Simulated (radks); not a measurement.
The numbers below are computed, except where a source is named.
Initial-state core-level shifts of neutral samarium when its valence configuration changes from [Xe] 4f6 6s2. Level of theory: Dirac Kohn-Sham, PBE, spin-unpolarised, spherical densities, point nucleus; open shells fill j = l - 1/2 first (a radial shooting solver on a logarithmic mesh with Libxc functionals). Shifts are changes of the shell-averaged eigenvalues in eV (positive: less bound).

valence               2s       4p       5s      5p
4f5 5d1 6s2       -6.644   -6.909   -3.395  -2.723
4f6 5d1 6s1       +1.054   +1.042   +1.182  +1.101
4f4 5d1 6s2 6p1  -17.886  -18.234  -10.052  -8.446
4f6 5d0.5 6s1.5   +0.602   +0.595   +0.666  +0.621
4f4.5 5d1.5 6s2  -10.426  -10.782   -5.100  -4.060
4f4 5d2 6s2      -14.456  -14.863   -6.792  -5.376
4f6 6s1.5 6p0.5   -0.575   -0.573   -0.600  -0.593
4f6 6s1 6p1       -1.125   -1.121   -1.174  -1.159
